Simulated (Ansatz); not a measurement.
Calculated with Ansatz (gas phase, PBE0-D4/def2-TZVP geometries, no zero-point term in ΔE). CBS: MP2 limit from def2 TZ/QZ plus the TZ coupled-cluster correction, frozen cores. This one scheme is used for every species. DFT in def2-TZVPP. For Se outer-core shells are correlated without core-valence functions, which leaves a few kJ/mol of doubt a bond. Scalar relativity is left out up to krypton.

`C[Se][SiH3]` + H₂ → `C[SeH]` + SiH₄  (hydrogenolysis of the Se–Si bond)

```json
{"species": "`C[Se][SiH3]`", "B97M-V energy (Eh)": "-2732.28841"}
{"species": "H₂", "B97M-V energy (Eh)": "-1.17250"}
{"species": "`C[SeH]`", "B97M-V energy (Eh)": "-2441.63751"}
{"species": "SiH₄", "B97M-V energy (Eh)": "-291.81115"}
```

Task: Work out ΔE.

Result: ΔE = (-2441.63751) + (-291.81115) − (-2732.28841) − (-1.17250) = 0.01225 Eh = +0.33 eV. CCSD(T)/CBS gives +0.43 eV.

Task: What do rigid-rotor, harmonic-oscillator terms from PBE0-D4/def2-TZVP frequencies (298.15 K, 1 bar) make of the CCSD(T)/CBS value? (Best estimate.)

Result: Computed: ΔZPE = +0.08 eV, ΔH = +0.46 eV, ΔS = 14 J/(mol·K), ΔG = +0.42 eV.

Largest T1 diagnostic among the species: 0.011.

The D4 term adds +0.11 eV with B3LYP and +0.06 eV with PBE0; it sums over pairs of atoms, weighted by their polarisabilities, and B3LYP, whose exchange is more repulsive, gets the larger term. Leaving LDA and LC-ωPBE aside and taking each functional with its dispersion term where it has one, the values, not all of them listed here, spread over 0.18 eV, from CAM-B3LYP-D4 to revPBE-D4. In def2-TZVPP, CCSD(T) changes the Hartree–Fock value by +0.20 eV (the triples alone add +0.05 eV) and MP2 by +0.31 eV.

B3LYP here is the variant with VWN-RPA as its local correlation; programs differ in this.
